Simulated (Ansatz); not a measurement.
C2H4F2Si2, SMILES F[SiH2][Si@H](C#C)F.

Coordinates come from a B3LYP-D3(BJ)/def2-SVP optimisation. The structure was generated by enumeration; whether it is a known compound was not checked. One conformer was computed; it need not be the lowest.

Two levels are set side by side: PBE/def2-TZVPD (Ansatz, a program for electronic structure) and PBE0/def2-TZVPD (Ansatz). Energy differences of separate SCF runs at the same geometry; the states with an electron removed or added have multiplicity 2 and 2. Differences are taken from unrounded values.

| quantity | PBE0 | PBE | PBE minus PBE0 |
|---|---|---|---|
| vertical ionisation energy (eV) | 10.07 | 9.71 | -0.37 |
| vertical singlet–triplet gap (eV) | 4.70 | 4.43 | -0.27 |
